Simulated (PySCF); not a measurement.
C₇H₇N.
SMILES with atom numbers: `[CH2:1]=[C:2]1[CH2:3][C@H:4]([C:5]#[N:6])[C:7]1=[CH2:8]` (hydrogens: H9, H10 on C1; H11, H12 on C3; H13 on C4; H14, H15 on C8)

Structure optimised with GFN2-xTB, isolated species.

What internal coordinates does the optimisation give?

```tsv
bond	length (Å)
C1=C2	1.323
C2–C3	1.511
C3–C4	1.554
C4–C5	1.434
C5≡N6	1.144
C4–C7	1.524
C7=C8	1.322
C2–C7	1.462
C1–H9	1.077
C1–H10	1.076
C3–H11	1.090
C3–H12	1.089
C4–H13	1.093
C8–H14	1.077
C8–H15	1.076
```

A selection of angles:
```tsv
angle	degrees
C1–C2–C3	133.7
C1–C2–C7	134.3
C3–C2–C7	92.0
C2–C3–C4	88.5
C3–C4–C5	115.0
C3–C4–C7	88.0
C5–C4–C7	114.1
C4–C5–N6	178.5
C4–C7–C8	132.6
C2–C7–C4	91.4
C2–C7–C8	136.0
```

Dihedral angles: C1–C2–C3–C4 179° (antiperiplanar); C2–C3–C4–C5 117° (anticlinal); C3–C4–C7–C8 178° (antiperiplanar); C1–C2–C7–C4 -179° (antiperiplanar).

The 4-membered ring C2–C3–C4–C7 has internal angles of 88.0° to 92.0°; it is planar, 0.01 Å rms from its mean plane, widest ring torsion 1°. The C–C distances run from 1.322 Å (C7=C8, drawn double) to 1.554 Å (C3–C4, drawn single), a spread of 0.232 Å.

Point group: C1 (no symmetry element, even within 0.4 Å). GFN2-xTB frequencies: not computed here.
